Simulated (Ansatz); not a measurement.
Total energies of FeF₃ from Ansatz at PBE0-D4/def2-TZVP, gas phase (1 Eh = 27.2114 eV = 2625.5 kJ/mol). The reference geometry is relaxed at PBE0-D4/def2-TZVP.

```json
{"state": "charge 0 sextet", "geometry": "reference", "energy (Eh)": "-1562.96895"}
{"state": "charge 1 quintet", "geometry": "reference", "energy (Eh)": "-1562.48150"}
{"state": "charge 1 quintet", "geometry": "relaxed at PBE0-D4/def2-TZVP", "energy (Eh)": "-1562.50469"}
{"state": "charge 0 quartet", "geometry": "relaxed at PBE0-D4/def2-TZVP", "energy (Eh)": "-1562.93262"}
{"state": "free Fe atom (quintet)", "geometry": "–", "energy (Eh)": "-1263.43543"}
{"state": "free F atom (doublet)", "geometry": "–", "energy (Eh)": "-99.67617"}
```

Other spin states of the ions weren't run at this level and may lie lower.

Task: Work out the vertical ionisation energy to the quintet.

Result: E(charge 1 quintet) − E(charge 0 sextet) = -1562.48150 − (-1562.96895) = 0.48745 Eh = 13.26 eV. For comparison, −ε of the highest occupied level of the spin that leaves is 10.56 eV at this level, 2.70 eV less.

Task: How much does the charge 1 quintet relax, and what is the adiabatic ionisation energy?

Result: Relaxation: -1562.48150 − (-1562.50469) = 0.02319 Eh = 0.63 eV. Adiabatic ionisation energy: 0.46426 Eh = 12.63 eV, without zero-point energy. 

Task: Which of the charge 0 states is lowest, and how far above it are the others?

Result: The sextet. quartet: -1562.93262 − (-1562.96895) = 0.03633 Eh = 95.4 kJ/mol.

Task: What is the binding energy per atom against free atoms?

Result: Atoms: 1 × (-1263.43543) + 3 × (-99.67617) = -1562.46394 Eh. Binding: -1562.46394 − (-1562.96895) = 0.50501 Eh = 13.74 eV, or 3.44 eV for each of 4 atoms (no zero-point energy, no counterpoise term).

At PBE0-D4/def2-TZVP the charge 1 quintet is spin-contaminated (final ⟨S²⟩ up to 6.23, 6.00 for a pure state). At PBE0-D4/def2-TZVP the charge 0 quartet is spin-contaminated (final ⟨S²⟩ up to 3.92, 3.75 for a pure state).  The doublet lies 1.95 eV above the sextet at this level but is left out (at the level of its geometry, ⟨S²⟩ 2.21, where a pure state has 0.75).
